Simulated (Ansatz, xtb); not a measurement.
# Ranking isomers of GeH4S3

3 gas-phase structures of GeH4S3, from a drawn sample of its isomers (lower ones may exist). Each was relaxed with GFN2-xTB; where two conformers were screened, the lower at r2SCAN-D4/def2-SVP is listed:

A. `SS[S][GeH3]`, a singlet
B. `[SH][GeH]([SH])[SH]`, a singlet
C. `S[S][GeH2][SH]`, a singlet

Q: Which do you expect lowest at r2SCAN-D4/def2-SVP, and how would the others follow?

A: Calculated order at r2SCAN-D4/def2-SVP: B (0.0), C (23.2), A (42.5) kcal/mol.

Energies above the lowest of each column, in kcal/mol:

```csv
structure,GFN2-xTB,HF/STO-3G,r2SCAN-D4/def2-SVP
B,0.0,0.0,0.0
C,16.1,14.2,23.2
A,25.7,25.8,42.5
```

Every level run on B puts it lowest or level with the lowest. Flexible structures stand in one conformer each, not always the lowest. Frequencies (PBE0-D4/def2-SVP) were run for C alone.

Programs: Ansatz 0.2.0, xtb 6.7.1.
